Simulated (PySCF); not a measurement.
C₇H₈, charge +1, doublet, at a GFN2-xTB geometry (a state made from the parent by changing its charge; the spin is typed, not shown lowest); CCSD/STO-3G (PySCF).

Here is a job for PySCF.
```python
from pyscf import gto, scf, cc

mol = gto.M(
    atom='''
C    -2.367141   -0.082021    0.061024
C    -0.909872   -0.040471   -0.051522
C    -0.145309   -1.225988    0.114879
C     1.222038   -1.158053    0.210060
C     1.867173    0.075353    0.030531
C     1.130567    1.258814   -0.134788
C    -0.237113    1.196823   -0.230905
H    -2.796260    0.871397    0.366692
H    -2.718358   -0.898103    0.693165
H    -2.769979   -0.293459   -0.942438
H    -0.653759   -2.175316    0.200239
H     1.803361   -2.052088    0.378457
H     2.945325    0.103715   -0.056926
H     1.642561    2.204840   -0.227323
H    -0.814941    2.092273   -0.407536
''',
    basis='sto-3g',
    charge=1,
    spin=1,
    verbose=4,
)

mf = scf.UHF(mol)
mf.kernel()

mycc = cc.CCSD(mf)
mycc.kernel()
print('E(CCSD) = %.10f' % mycc.e_tot)
mf.analyze()
```

It wrote (shortened):

```
PySCF version 2.14.0

[INPUT] verbose = 4
[INPUT] num. atoms = 15
[INPUT] num. electrons = 49
[INPUT] charge = 1
[INPUT] spin (= nelec alpha-beta = 2S) = 1
[INPUT] symmetry False subgroup None
[INPUT] Mole.unit = angstrom
[INPUT] Symbol           X                Y                Z      unit          X                Y                Z       unit  Magmom
[...]
nuclear repulsion = 270.03632477724
number of shells = 29
number of NR pGTOs = 129
number of NR cGTOs = 43
basis = sto-3g
ecp = {}

******** <class 'pyscf.scf.uhf.UHF'> ********
method = UHF
initial guess = minao
damping factor = 0
level_shift factor = 0
DIIS = <class 'pyscf.scf.diis.CDIIS'>
diis_start_cycle = 1
diis_space = 8
diis_damp = 0
SCF conv_tol = 1e-09
SCF conv_tol_grad = None
SCF max_cycles = 50
direct_scf = True
direct_scf_tol = 1e-13
number electrons alpha = 25  beta = 24
Set gradient conv threshold to 3.16228e-05
init E= -268.566851820021

cycle= 1 E= -266.176358747327  delta_E= 2.39  |g|= 0.27  |ddm|= 3.57
cycle= 2 E= -266.239217156255  delta_E= -0.0629  |g|= 0.0766  |ddm|= 0.483
cycle= 3 E= -266.246612684541  delta_E= -0.0074  |g|= 0.0346  |ddm|= 0.153
cycle= 4 E= -266.248579959082  delta_E= -0.00197  |g|= 0.0189  |ddm|= 0.0687
cycle= 5 E= -266.249539861307  delta_E= -0.00096  |g|= 0.0127  |ddm|= 0.0514
cycle= 6 E= -266.250147283194  delta_E= -0.000607  |g|= 0.00938  |ddm|= 0.049
cycle= 7 E= -266.250480051908  delta_E= -0.000333  |g|= 0.00909  |ddm|= 0.0297
cycle= 8 E= -266.250861582379  delta_E= -0.000382  |g|= 0.00909  |ddm|= 0.0336
cycle= 9 E= -266.250418846635  delta_E= 0.000443  |g|= 0.00898  |ddm|= 0.039
cycle= 10 E= -266.247161265639  delta_E= 0.00326  |g|= 0.0072  |ddm|= 0.347
cycle= 11 E= -266.246794158119  delta_E= 0.000367  |g|= 0.00604  |ddm|= 0.0575
cycle= 12 E= -266.243650174642  delta_E= 0.00314  |g|= 0.0117  |ddm|= 0.354
cycle= 13 E= -266.248080634304  delta_E= -0.00443  |g|= 0.00663  |ddm|= 0.521
cycle= 14 E= -266.249725133787  delta_E= -0.00164  |g|= 0.009  |ddm|= 0.173
cycle= 15 E= -266.250910287107  delta_E= -0.00119  |g|= 0.0101  |ddm|= 0.108
cycle= 16 E= -266.252359553641  delta_E= -0.00145  |g|= 0.012  |ddm|= 0.134
cycle= 17 E= -266.250526773325  delta_E= 0.00183  |g|= 0.0114  |ddm|= 0.164
cycle= 18 E= -266.253520398078  delta_E= -0.00299  |g|= 0.0185  |ddm|= 0.325
cycle= 19 E= -266.252000739418  delta_E= 0.00152  |g|= 0.0155  |ddm|= 0.182
cycle= 20 E= -266.251504426499  delta_E= 0.000496  |g|= 0.0135  |ddm|= 0.0516
cycle= 21 E= -266.245484327205  delta_E= 0.00602  |g|= 0.00823  |ddm|= 0.686
cycle= 22 E= -266.244904165046  delta_E= 0.00058  |g|= 0.00786  |ddm|= 0.0699
cycle= 23 E= -266.230511606873  delta_E= 0.0144  |g|= 0.044  |ddm|= 0.537
cycle= 24 E= -266.242985114573  delta_E= -0.0125  |g|= 0.0131  |ddm|= 0.387
cycle= 25 E= -266.234719218158  delta_E= 0.00827  |g|= 0.0353  |ddm|= 0.298
cycle= 26 E= -266.241644544458  delta_E= -0.00693  |g|= 0.0173  |ddm|= 0.226
cycle= 27 E= -266.243339067575  delta_E= -0.00169  |g|= 0.0124  |ddm|= 0.0951
cycle= 28 E= -266.245084721692  delta_E= -0.00175  |g|= 0.00775  |ddm|= 0.148
cycle= 29 E= -266.247315903633  delta_E= -0.00223  |g|= 0.00604  |ddm|= 0.301
cycle= 30 E= -266.247583820285  delta_E= -0.000268  |g|= 0.00636  |ddm|= 0.0358
cycle= 31 E= -266.245446644433  delta_E= 0.00214  |g|= 0.00697  |ddm|= 0.295
cycle= 32 E= -266.245531720765  delta_E= -8.51e-05  |g|= 0.00681  |ddm|= 0.0105
cycle= 33 E= -266.246486880203  delta_E= -0.000955  |g|= 0.00575  |ddm|= 0.131
cycle= 34 E= -266.245838384659  delta_E= 0.000648  |g|= 0.00631  |ddm|= 0.0917
cycle= 35 E= -266.246409178102  delta_E= -0.000571  |g|= 0.00588  |ddm|= 0.0805
cycle= 36 E= -266.24686377941  delta_E= -0.000455  |g|= 0.006  |ddm|= 0.0666
cycle= 37 E= -266.246866087519  delta_E= -2.31e-06  |g|= 0.00593  |ddm|= 0.000982
cycle= 38 E= -266.246714738356  delta_E= 0.000151  |g|= 0.00586  |ddm|= 0.0221
cycle= 39 E= -266.247493270418  delta_E= -0.000779  |g|= 0.00636  |ddm|= 0.109
[...]
SCF not converged.
E(UCCSD) = -266.711506618332  E_corr = -0.4628157715381405
E(CCSD) = -266.7115066183
Total Energy =                        -266.248690846793806
[...]
Nuclear Repulsion Energy =             270.036324777239543
One-electron Energy =                 -883.894496560493735
Two-electron Energy =                  347.609480936460386
Two-electron Coulomb Energy =          386.428816925330636
DFT Exchange-Correlation Energy =      -38.819335988870250
**** MO energy ****
                             alpha | beta                alpha | beta
[...]
To work with the spin densities directly, `use mulliken_meta_spin()` only printing them here.

 ** Mulliken spin pop alpha/beta on meta-lowdin orthogonal AOs **
 ** Mulliken Spin Density (per AO)  **
spin_pop of  0 C 1s        0.00000
spin_pop of  0 C 2s       -0.00850
spin_pop of  0 C 2px      -0.02346
spin_pop of  0 C 2py      -0.00506
spin_pop of  0 C 2pz      -0.00871
spin_pop of  1 C 1s       -0.00002
spin_pop of  1 C 2s        0.03511
spin_pop of  1 C 2px       0.02351
spin_pop of  1 C 2py       0.02559
spin_pop of  1 C 2pz       0.43389
spin_pop of  2 C 1s        0.00000
spin_pop of  2 C 2s       -0.00611
spin_pop of  2 C 2px      -0.00207
spin_pop of  2 C 2py      -0.01194
spin_pop of  2 C 2pz       0.00553
spin_pop of  3 C 1s        0.00000
spin_pop of  3 C 2s       -0.00613
spin_pop of  3 C 2px      -0.00161
spin_pop of  3 C 2py      -0.01479
spin_pop of  3 C 2pz      -0.00546
spin_pop of  4 C 1s       -0.00002
spin_pop of  4 C 2s        0.03981
spin_pop of  4 C 2px       0.02750
spin_pop of  4 C 2py       0.02872
spin_pop of  4 C 2pz       0.49299
spin_pop of  5 C 1s        0.00000
spin_pop of  5 C 2s       -0.00727
spin_pop of  5 C 2px      -0.00364
spin_pop of  5 C 2py      -0.01412
spin_pop of  5 C 2pz      -0.01590
spin_pop of  6 C 1s        0.00000
spin_pop of  6 C 2s       -0.00509
spin_pop of  6 C 2px       0.00001
spin_pop of  6 C 2py      -0.01289
spin_pop of  6 C 2pz       0.01491
spin_pop of  7 H 1s        0.00725
spin_pop of  8 H 1s        0.00933
spin_pop of  9 H 1s        0.03774
spin_pop of  10 H 1s        0.00091
spin_pop of  11 H 1s        0.00083
spin_pop of  12 H 1s       -0.03273
spin_pop of  13 H 1s        0.00173
spin_pop of  14 H 1s        0.00015
 ** Mulliken Spin Density (per atom)  **
spin density of  0 C =     -0.04573
spin density of  1 C =      0.51808
spin density of  2 C =     -0.01459
spin density of  3 C =     -0.02799
spin density of  4 C =      0.58900
spin density of  5 C =     -0.04093
spin density of  6 C =     -0.00307
spin density of  7 H =      0.00725
spin density of  8 H =      0.00933
spin density of  9 H =      0.03774
spin density of  10 H =      0.00091
spin density of  11 H =      0.00083
spin density of  12 H =     -0.03273
spin density of  13 H =      0.00173
spin density of  14 H =      0.00015
 ** Mulliken pop alpha/beta on meta-lowdin orthogonal AOs **
 ** Mulliken pop       alpha | beta **
In total            25.00000 | 24.00000
 ** Mulliken atomic charges   ( Nelec_alpha | Nelec_beta ) **
charge of  0C =     -0.11635  (     3.03531      3.08104 )
charge of  1C =      0.18934  (     3.16437      2.64629 )
charge of  2C =      0.01567  (     2.98487      2.99946 )
charge of  3C =      0.02139  (     2.97531      3.00330 )
charge of  4C =      0.13199  (     3.22850      2.63951 )
charge of  5C =      0.01928  (     2.96989      3.01082 )
charge of  6C =      0.01781  (     2.98956      2.99263 )
charge of  7H =      0.07840  (     0.46443      0.45717 )
charge of  8H =      0.07982  (     0.46476      0.45542 )
charge of  9H =      0.09105  (     0.47335      0.43561 )
charge of  10H =      0.09042  (     0.45525      0.45433 )
charge of  11H =      0.09379  (     0.45352      0.45269 )
charge of  12H =      0.10248  (     0.43240      0.46513 )
charge of  13H =      0.09390  (     0.45392      0.45219 )
charge of  14H =      0.09100  (     0.45457      0.45443 )

WARN: System has nonzero charge 1; the dipole moment is origin-dependent.
Location of origin: [0. 0. 0.]

Dipole moment(X, Y, Z, Debye):  1.02550,  0.00610, -0.16252
```

The run did not converge; its last values are not results.
